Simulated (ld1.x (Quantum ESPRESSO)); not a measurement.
# Building the TM potential for Pb (PBEsol, scalar-relativistic).

Pb (Z = 82), norm-conserving Troullier–Martins (Kleinman–Bylander form), made with ld1.x (Quantum ESPRESSO) 7.5 (PBEsol, scalar-relativistic). Core [Xe] 4f14, reference 5d10 6s2 6p2. Waves: 6s (bound): rc 1.45 bohr; 6p (bound): rc 1.95 bohr; 5d (bound): rc 1.20 bohr. Local part: the d channel. Core correction: Bessel-smoothed model core, default radius (core density twice the valence density).

Poles of the logarithmic derivatives, all-electron (AE) and pseudo (PS). Narrow ghost or core levels that the grid stepped over were put in at their known energies. s: poles at 2.5 (AE) and -4.0, -3.9, 2.8 (PS) Ry. p: poles at no energy (AE) and -1.0 (PS) Ry. d: poles at -1.0 (AE) and -1.0 (PS) Ry. Test radius 2.14 bohr.

- Cutoffs needed: 100 Ry and 180 Ry (the cutoffs (Ry, on a coarse ladder) from which the occupation-weighted sum of valence levels, in a spherical-Bessel basis at the reference potential, stays within 10 and 1 mRy of its value at 400 Ry)
- Ghost test: ghost states, extra bound levels that the all-electron valence spectrum of the same l lacks: s at -54.1 eV, p at -14.3 eV; a true bound ghost makes a file unfit for plane-wave use (spherical-Bessel basis up to 400 Ry, 20 bohr box)
- Largest excitation error: -104 meV (all-electron minus pseudo) for 5d10 6s0 6p0, out of 7 test configurations
